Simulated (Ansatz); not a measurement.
The same path of C₂H₄F₂OSi (10 atoms, charge 0, multiplicity 1) was run twice with different band settings. The coordinate that changes most is the dihedral C3–C2–Si5–F6.

All numbers below come from Ansatz, RKS B3LYP/def2-SVP.

Relaxed end points:

```xyz
10
Properties=species:S:1:pos:R:3
O 1.149 -0.042 -1.332
C 0.385 -0.136 -0.205
C 0.730 -0.881 0.855
F 1.885 -1.586 0.834
Si -1.203 0.861 -0.232
F -1.932 0.591 1.202
H 1.941 -0.591 -1.216
H 0.153 -0.986 1.774
H -0.921 2.314 -0.358
H -2.104 0.404 -1.320
```

```xyz
10
Properties=species:S:1:pos:R:3
O 1.506 0.600 -0.647
C 0.435 -0.037 -0.095
C 0.527 -1.259 0.457
F 1.715 -1.903 0.472
Si -1.203 0.867 -0.160
F -1.186 2.152 0.842
H 2.288 0.034 -0.553
H -0.288 -1.819 0.917
H -1.447 1.379 -1.530
H -2.262 -0.067 0.300
```

Common settings: movable images 7; climbing image yes; spring 5.0 eV/Å²; optimiser quadratic models (default); start path through a guess of the saddle point; force threshold 0.05 eV/Å; end points relaxed.

| run | iteration limit |
| --- | --- |
| 1 | 60 |
| 2 | 10 |

Task: What does each run give, and how far can it be trusted?

Result: Run 1: converged after 7 iterations, highest image 0.086 eV above the first end. A vibrational analysis at the climbing image gives one clearly imaginary mode, 81i cm⁻¹: a first-order saddle point.
Run 2: converged after 7 iterations, highest image 0.086 eV above the first end. Another band between the same ends (7 images) ends at a top of the same energy, where a vibrational analysis finds 1 clearly imaginary mode.
